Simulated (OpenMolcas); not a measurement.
Computed levels of 3d⁵ in ions with 23 electrons, in cm-1 above ⁶S_5/2.

```
Program             : OpenMolcas 26.06
Method              : MS-CASPT2, IPEA 0.25 Eh, imaginary shift 0.1 Eh
Basis               : ANO-R2
Scalar Hamiltonian  : X2C, finite nucleus
Spin-orbit coupling : RASSI with atomic mean-field integrals over the reference wave functions, term energies averaged over their components
```

Active space for each ion: 5 electrons in 10 orbitals (3d 4d); closed shells correlated by CASPT2: 3s 3p.

```
  Level   Mn2+   Co4+   Ni5+   Cu6+
 ⁴G_5/2  28220  38800  43720  48310
 ⁴G_7/2  28240  38860  43820  48450
 ⁴G_9/2  28270  38910  43890  48550
⁴G_11/2  28280  38910  43880  48540
 ⁴P_5/2  30980  42770  48220  53190
 ⁴P_3/2  31010  42880  48400  53460
 ⁴P_1/2  31050  43010  48630  53870
 ⁴D_7/2  33870  46490  52390  57930
 ⁴D_1/2  33880  46590  52580  58240
```

Task: Estimate ⁴G_5/2, ⁴G_7/2 for Fe3+ from its neighbours Mn2+ and Co4+.

Result: ⁴G_5/2 is another term, which grows about linearly with the charge: (28220 + 38800) / 2 = 33510. The calculation gives 33550, so the estimate is off by -0.1 %.
⁴G_7/2 is another term, which grows about linearly with the charge: (28240 + 38860) / 2 = 33550. The calculation gives 33590, so the estimate is off by -0.1 %.

CASPT2 breaks the degeneracy within a term, and the mean is taken; among the terms shown or strongly mixed into the levels shown the widest spread is 230 cm-1 (3d⁵ ⁴G, Ni5+). Active for correlation alone: 4d; no level in the range computed is led by a configuration that fills it, so any true level of that kind is missing. Levels of configurations outside the active space are missing.
